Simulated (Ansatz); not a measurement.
`[NH2][In]([Cl])[O][SiH3]` and `[OH][In]([Cl])[O][SiH3]` differ in one atom or group.

Ansatz, PBE0-D4/def2-TZVP geometries, multiplicity 1. Each molecule was computed in one conformer, which needn't be the lowest.

Elements past krypton have def2 core potentials.

| property | `[NH2][In]([Cl])[O][SiH3]` |
| --- | --- |
| zero-point energy (PBE0-D4/def2-TZVP) / kJ/mol | 145.1 |
| LUMO energy (B3LYP/def2-TZVPP) / eV | -2.29 |
| HOMO energy (PBE/def2-TZVPP) / eV | -6.68 |
| HOMO energy (PBE0/def2-TZVPP) / eV | -8.06 |
| HOMO energy (B3LYP/def2-TZVPP) / eV | -7.82 |
| HOMO–LUMO gap (PBE/def2-TZVPP) / eV | 3.81 |

Problem. Give the same properties after the change, and the shifts. (An estimate is asked.)

Solution. The calculation gave: 
```csv
property,`[OH][In]([Cl])[O][SiH3]`,shift
zero-point energy (PBE0-D4/def2-TZVP) / kJ/mol,113.5,-31.6
LUMO energy (B3LYP/def2-TZVPP) / eV,-2.79,-0.50
HOMO energy (PBE/def2-TZVPP) / eV,-7.25,-0.57
HOMO energy (PBE0/def2-TZVPP) / eV,-8.72,-0.66
HOMO energy (B3LYP/def2-TZVPP) / eV,-8.50,-0.68
HOMO–LUMO gap (PBE/def2-TZVPP) / eV,3.88,0.07
```

With PBE0 the HOMO falls by 0.66 eV and the LUMO falls by 0.49 eV, so the gap widens by about 0.17 eV. PBE moves the HOMO by -0.57 eV and ωB97M-V by -0.63 eV. The zero-point energy changes by -31.6 kJ/mol with -3 modes.

B3LYP here is the variant with VWN-RPA as its local correlation; programs differ in this.
